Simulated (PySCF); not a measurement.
C₁₁H₁₁N.
Numbering: `[cH:1]1[cH:2][c:3]2[cH:4][c:5]([CH:6]3[CH2:7][CH2:8]3)[cH:9][cH:10][n:11]2[cH:12]1` (hydrogens: H13 on C1; H14 on C2; H15 on C4; H16 on C6; H17, H18 on C7; H19, H20 on C8; H21 on C9; H22 on C10; H23 on C12)

A GFN2-xTB structure was refined with PBE0-D3(BJ)/def2-SVP geometry optimisation, gas phase (PySCF). Its GFN2-xTB values:

```tsv
coordinate	GFN2-xTB
C1–C2	1.396 Å
C1–H13	1.073 Å
C2–H14	1.072 Å
C3–C4	1.404 Å
C3–N11	1.395 Å
C4–H15	1.079 Å
C5–C6	1.478 Å
C5–C9	1.423 Å
C6–H16	1.084 Å
C7–H17	1.079 Å
C7–H18	1.079 Å
C9–H21	1.079 Å
C10–N11	1.357 Å
C10–H22	1.080 Å
N11–C12	1.353 Å
C12–H23	1.072 Å
C1–C12–N11	108.3°
C2–C1–C12	108.2°
C2–C3–C4	133.8°
C3–C4–C5	120.6°
C3–N11–C12	109.0°
C4–C3–N11	118.9°
C5–C6–C7	120.8°
C10–N11–C12	130.2°
```

**Question.** How do these coordinates change at the PBE0-D3(BJ)/def2-SVP level?

**Answer.** 
| coordinate | PBE0-D3(BJ)/def2-SVP (Å or °) | change |
| --- | --- | --- |
| N11–C12 | 1.370 | +0.017 |
| C1–H13 | 1.089 | +0.016 |
| C7–H17 | 1.094 | +0.015 |
| C2–H14 | 1.087 | +0.015 |
| C12–H23 | 1.087 | +0.015 |
| C4–H15 | 1.093 | +0.014 |
| C7–H18 | 1.093 | +0.014 |
| C1–C2 | 1.410 | +0.014 |
| C9–H21 | 1.091 | +0.012 |
| C10–N11 | 1.368 | +0.011 |
| C10–H22 | 1.091 | +0.011 |
| C6–H16 | 1.094 | +0.010 |
| C3–C4 | 1.414 | +0.010 |
| C3–N11 | 1.405 | +0.010 |
| C5–C9 | 1.431 | +0.008 |
| C5–C6 | 1.486 | +0.008 |
| C2–C3–C4 | 134.7 | +0.9 |
| C4–C3–N11 | 118.2 | -0.7 |
| C3–C4–C5 | 121.3 | +0.7 |
| C10–N11–C12 | 129.6 | -0.6 |
| C1–C12–N11 | 107.8 | -0.5 |
| C5–C6–C7 | 121.2 | +0.4 |
| C2–C1–C12 | 108.6 | +0.4 |
| C3–N11–C12 | 109.3 | +0.3 |

The energy falls by 0.072 eV over 6 energy and gradient evaluations, the largest force component goes from 0.0111 to 2.2e-04 Eh/bohr, and the atoms move by 0.025 Å rms after alignment. Among the bonds, N11–C12 and C1–H13 change most and about equally (+0.016 to +0.017 Å). Bonds longer at the end by more than 0.005 Å: 22 of 25; shorter: 0. Rotational constants go from 2564, 601.6, 506.5 to 2540, 593.3, 499.9 MHz.

The run used 223 basis functions and 40 SCF cycles in all. The run took about 4 min of CPU time (one thread, shared machine).

Whether it is a minimum is left open (no frequencies). The numbers are those of one conformer.

Shape of the structure used: `[cH:1]1[cH:2][c:3]2[cH:4][c:5]([CH:6]3[CH2:7][CH2:8]3)[cH:9][cH:10][n:11]2[cH:12]1`: C4–C5–C6–C7 38°.
